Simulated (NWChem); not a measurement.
System meant: ZrH$_{3}$F; SMILES [ZrH3][F]

NWChem input:

```
start job
memory heap 200 mb stack 900 mb global 1100 mb
geometry units angstroms noautoz
  Zr     0.000000     0.000000     0.234086
  F      0.000000     0.000000    -1.643152
  H      1.366279    -1.096913     0.818223
  H     -1.633094    -0.634776     0.818223
  H      0.266815     1.731689     0.818223
end
basis spherical
  * library def2-svp
end
dft
  xc b3lyp
  iterations 150
  mulliken
end
task dft energy
```

End of the output:

```
             Northwest Computational Chemistry Package (NWChem) 7.3.0
             --------------------------------------------------------

 C3V symmetry detected

                             Geometry "geometry" -> ""
                             -------------------------

 Output coordinates in angstroms (scale by  1.889725989 to convert to a.u.)

  No.       Tag          Charge          X              Y              Z
 ---- ---------------- ---------- -------------- -------------- --------------
    1 Zr                  40.0000     0.00000000    -0.00000000     0.29120637
    2 F                    9.0000    -0.00000000    -0.00000000    -1.58603163
    3 H                    1.0000     1.23893839     1.23893839     0.87534337
    4 H                    1.0000     0.45348293    -1.69242132     0.87534337
    5 H                    1.0000    -1.69242132     0.45348293     0.87534337

 Effective nuclear repulsion energy (a.u.)     141.1150801990

      Symmetry information
      --------------------

 Group name             C3v
 Group number             17
 Group order               6
 No. of unique centers     3

                                 NWChem DFT Module
                                 -----------------

 Summary of "ao basis" -> "ao basis" (spherical)
 ------------------------------------------------------------------------------
       Tag                 Description            Shells   Functions and Types
 ---------------- ------------------------------  ------  ---------------------
 Zr                         def2-svp                11       31   5s3p2d1f
 F                          def2-svp                 6       14   3s2p1d
 H                          def2-svp                 3        5   2s1p

      Symmetry analysis of basis
      --------------------------

        a1         22
        a2          2
        e          36

  Rotation of axis

            General Information
            -------------------
          SCF calculation type: DFT
          Wavefunction type:  closed shell.
          No. of atoms     :     5
          No. of electrons :    52
           Alpha electrons :    26
            Beta electrons :    26
          Charge           :     0
          Spin multiplicity:     1
          Use of symmetry is: on ; symmetry adaption is: on
          Maximum number of iterations: 150
          AO basis - number of functions:    60
                     number of shells:    26
          Convergence on energy requested:  1.00D-06
          Convergence on density requested:  1.00D-05
          Convergence on gradient requested:  5.00D-04

              XC Information
              --------------
                         B3LYP Method XC Potential
                     Hartree-Fock (Exact) Exchange  0.200
                        Slater Exchange Functional  0.800 local
                    Becke 1988 Exchange Functional  0.720 non-local
              Lee-Yang-Parr Correlation Functional  0.810
                  VWN I RPA Correlation Functional  0.190 local

             Grid Information
             ----------------
          Grid used for XC integration:  medium
          Radial quadrature: Mura-Knowles
          Angular quadrature: Lebedev.
          Tag              B.-S. Rad. Rad. Pts. Rad. Cut. Ang. Pts.
          ---              ---------- --------- --------- ---------
          Zr                  1.55      123          10.0       590
          F                   0.50       49           8.0       434
          H                   0.35       45          10.0       434
          Grid pruning is: on
          Number of quadrature shells:   217
          Spatial weights used:  Erf1

      Superposition of Atomic Density Guess
      -------------------------------------

 Sum of atomic energies:        -767.49010768

      Non-variational initial energy
      ------------------------------

 Total energy =    -769.569538
 1-e energy   =   -1329.471271
 2-e energy   =     418.786652
 HOMO         =      -1.791936
 LUMO         =      -1.775494

      Symmetry analysis of molecular orbitals - initial
      -------------------------------------------------

  Numbering of irreducible representations:

     1 a1          2 a2          3 e

  Orbital symmetries:

     1 a1          2 a1          3 a1          4 e           5 e
     6 a1          7 a1          8 e           9 e          10 e
    11 e          12 a1         13 a1         14 a1         15 e
    16 e          17 e          18 e          19 a1         20 a2
    21 e          22 e          23 a1         24 e          25 e
    26 a1         27 a1         28 e          29 e          30 a1
    31 e          32 e          33 a1         34 e          35 e
    36 a1

     ---------------------------------------------
      Total Density - Mulliken Population Analysis
     ---------------------------------------------

    Atom       Charge   Shell Charges
 -----------   ------   -------------------------------------------------------
    1 Zr  40    45.80   2.00  2.04  2.11  1.50 -0.35  6.10  7.28  0.02 10.71 -0.23 14.62
    2 F    9     7.48   1.99  0.80  0.88  2.72  1.08  0.00
    3 H    1    -0.43   0.25 -0.56 -0.12
    4 H    1    -0.43   0.25 -0.56 -0.12
    5 H    1    -0.43   0.25 -0.56 -0.12

   convergence    iter        energy       DeltaE   RMS-Dens  Diis-err
 ---------------- ----- ----------------- --------- --------- ---------
 d= 0,ls=0.0,diis     1   -795.7882012465 -9.37D+02  2.50D-01  1.13D+01
 d= 0,ls=0.0,diis     2   -796.1445662875 -3.56D-01  1.40D-01  1.32D+01
 d= 0,ls=0.0,diis     3   -797.0959351134 -9.51D-01  1.37D-01  1.93D+00
 d= 0,ls=0.0,diis     4   -797.1473213528 -5.14D-02  8.10D-02  1.46D+00
 d= 0,ls=0.0,diis     5   -797.3189437967 -1.72D-01  1.90D-02  7.11D-02
  Resetting Diis
 d= 0,ls=0.0,diis     6   -797.3283537207 -9.41D-03  2.48D-03  1.51D-03
 d= 0,ls=0.0,diis     7   -797.3285607941 -2.07D-04  6.55D-03  3.97D-04
 d= 0,ls=0.0,diis     8   -797.3273022828  1.26D-03  4.55D-03  1.10D-02
 d= 0,ls=0.0,diis     9   -797.3286146086 -1.31D-03  3.30D-04  5.68D-05
 d= 0,ls=0.0,diis    10   -797.3286230264 -8.42D-06  1.78D-04  1.71D-07
 d= 0,ls=0.0,diis    11   -797.3286231941 -1.68D-07  1.27D-05  1.14D-07
 d= 0,ls=0.0,diis    12   -797.3286232102 -1.61D-08  1.11D-06  2.25D-10

         Total DFT energy =     -797.328623210243
      One electron energy =    -1473.564174832757
           Coulomb energy =      571.422888359460
    Exchange-Corr. energy =      -36.302416935921
 Nuclear repulsion energy =      141.115080198976

 Numeric. integr. density =       52.000015285522

                  Occupations of the irreducible representations
                  ----------------------------------------------

[...]
```

### Question
What is wrong, and how is it mended?

### Answer
The run ends normally but its numbers are meaningless: the def2 basis of a heavy element holds valence functions alone and wants its effective core potential (without it all electrons must fit into that basis). This input runs:
```
start job
memory heap 200 mb stack 900 mb global 1100 mb
geometry units angstroms noautoz
  Zr     0.000000     0.000000     0.234086
  F      0.000000     0.000000    -1.643152
  H      1.366279    -1.096913     0.818223
  H     -1.633094    -0.634776     0.818223
  H      0.266815     1.731689     0.818223
end
basis spherical
  Zr library def2-svp
  F library def2-svp
  H library def2-svp
end
ecp
  Zr library def2-ecp
end
dft
  xc b3lyp
  iterations 150
  mulliken
end
task dft energy
```
It converges to -148.65073 Ha (B3LYP/def2-SVP with def2 effective core potentials on Zr). The faulty run gave -797.329 Ha, with all electrons squeezed into the valence basis.
